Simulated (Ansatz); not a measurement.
Input for Ansatz (a quantum-chemistry and plane-wave program): U-wB97X-V/cc-pVTZ on GeH, 2S+1 = 2, a point of a bond scan (R = 6.425 Å).

Ansatz 0.2 input:
```yaml
crystal:
  periodic: [false, false, false]
  atoms:
    - {symbol: Ge, position_ang: [-0.00000000, -0.00000000, -0.04867720]}
    - {symbol: H, position_ang: [0.00000000, 0.00000000, 6.37671304]}
basis:
  gaussian:
    orbitals: cc-pVTZ
hamiltonian:
  xc: {name: wB97X-V}
magnetization: {spin_polarized: true, initial_magnetization: 1}
```

The head of its log:

```
WARN ansatz: RAYON_NUM_THREADS=2 ignored (pool sized by the plan → 2); use --threads N
Functional definition: wB97X-V
integrals: 0.01 GiB planned
348 factors; integrals over basis functions are off by at most 1.6e-4 eV
integrals: 0.05 GiB planned
93 factors; integrals over basis functions are off by at most 1.2e-4 eV
mean field: 0.23 GiB planned
mean field evaluation 1: about -56518.0444 eV, gradient 1.3e1 eV
mean field evaluation 2: about -56510.3431 eV, gradient 2.1e1 eV
```

### Question
Predict the final total energy.

### Answer
-2077.2585 hartree. Its determinant has ⟨S²⟩ = 1.75, a mixture of spin states.
